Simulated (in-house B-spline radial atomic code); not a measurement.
A fraction x of an electron is removed from 3p in S²⁺, starting from [Ne] 3s2 3p2 and keeping the highest spin. Method: scalar-relativistic (X2C) LDA exchange-only, spin-polarised, spherical fractional occupations, Fermi nucleus of rms radius 3.2611 fm. Calculated with an all-electron radial atomic-structure program (B-spline basis).

| x | E(x) - E(0) (eV) | 3p up level (eV) |
| --- | --- | --- |
| 0 | 0.0000 | -27.904 |
| 0.07 | 1.9815 | -28.711 |
| 0.24 | 7.0300 | -30.688 |
| 0.25 | 7.3375 | -30.805 |
| 0.49 | 15.0702 | -33.641 |
| 0.5 | 15.4072 | -33.761 |
| 0.59 | 18.4940 | -34.837 |
| 0.67 | 21.3194 | -35.798 |
| 0.76 | 24.5901 | -36.886 |
| 0.98 | 32.9994 | -39.567 |
| 1 | 33.7932 | -39.812 |

The exact functional would give a straight line between the two integer points. Deviations E(x) - E(0) - x[E(1) - E(0)], in eV: -0.384 at x = 0.07, -1.08 at x = 0.24, -1.111 at x = 0.25, -1.488 at x = 0.49, -1.489 at x = 0.5, -1.444 at x = 0.59, -1.322 at x = 0.67, -1.093 at x = 0.76, -0.118 at x = 0.98.

The curve lies below the straight line by up to 1.489 eV (at x = 0.5): convex, the delocalisation error that favours fractional charges.

(1) How well does Slater's transition state (minus the level at half occupation) give the ionisation energy?

## Answers

(1) It gives 33.761 eV against 33.793 eV from the two total energies; NIST lists 34.86 eV, ground level to ground level.
